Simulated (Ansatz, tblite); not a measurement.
Forces on the cluster W2S4⁻ at its PBE-D4/def2-SVPD geometry. Charge -1, multiplicity 2.

In the def2 sets W takes a core potential; there is no spin–orbit coupling. The xTB rows come from tblite. At PBE-D4/def2-TZVPD the charge -1 doublet is spin-contaminated (final ⟨S²⟩ up to 1.78, 0.75 for a pure state). No other spin state of charge -1 was run. The geometry of the doublet was relaxed on an unsound state (⟨S²⟩ 1.78, where a pure state has 0.75). Another isomer (doublet) lies 0.40 eV lower at PBE-D4/def2-TZVPD; other spin states weren't run for this one.

GFN1-xTB (tblite), largest force 1.19 eV/Å:

```xyz
6
positions Å, forces eV/Å
W     0.174   -0.186    1.387    0.151    0.017   -0.793
W    -0.124    0.166   -1.380   -0.174   -0.042    1.172
S     1.122   -0.150   -3.150    0.027   -0.030    0.244
S     0.649    1.718    0.188    0.240    0.555   -0.196
S    -0.641   -1.729   -0.110   -0.173   -0.537   -0.291
S    -1.180    0.179    3.065   -0.071    0.036   -0.136
```

GFN2-xTB (tblite), largest force 1.92 eV/Å:

```
W 0.142 -0.029 -0.220
W -0.129 0.002 0.454
S 0.103 -0.030 -0.091
S 0.685 1.788 -0.007
S -0.651 -1.771 -0.319
S -0.151 0.039 0.182
```

PBE-D4/def2-TZVPD (Ansatz), largest force 0.47 eV/Å:

```
W -0.323 0.152 -0.230
W 0.283 -0.133 0.220
S -0.194 0.055 0.223
S -0.151 -0.442 -0.042
S 0.172 0.434 0.029
S 0.212 -0.066 -0.201
```
